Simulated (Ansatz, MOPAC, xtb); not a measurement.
Pair of molecules: HCl (SMILES Cl) (first 2 atoms) with GeH4 (SMILES [GeH4]); geometry from B3LYP-D3(BJ)/def2-TZVP, rigid monomers moved along the line of their centres of mass till H2···H5 is 1.83 Å.
(charge 0, multiplicity 1):
```xyz
7

Cl    -0.44230     0.89322    -0.64112
H     -0.26788     0.01493     0.28111
Ge    -0.01911    -0.00797     3.12977
H      0.14041    -0.92917     4.34615
H     -0.01983    -0.88053     1.85736
H      1.15261     0.97804     3.05087
H     -1.34863     0.75211     3.20763
```

Counterpoise-corrected where a basis set is named; no monomer relaxation.

The state that AM1, PM7 reach isn't checked; PM7 holds dispersion and hydrogen-bond terms.

Programs: Ansatz (a first-principles code); MOPAC for AM1, PM7 (differences of heats of formation); xtb for the GFN methods. Each number belongs to the level named beside it.

Problem. One of these levels gives 0.64 kcal/mol for the interaction energy. Which?
(A) PM7
(B) GFN-FF
(C) r2SCAN/def2-TZVPPD
(D) AM1

Solution. B, GFN-FF. The others give -0.03 (AM1), -2.09 (PM7), -0.57 (r2SCAN/def2-TZVPPD)
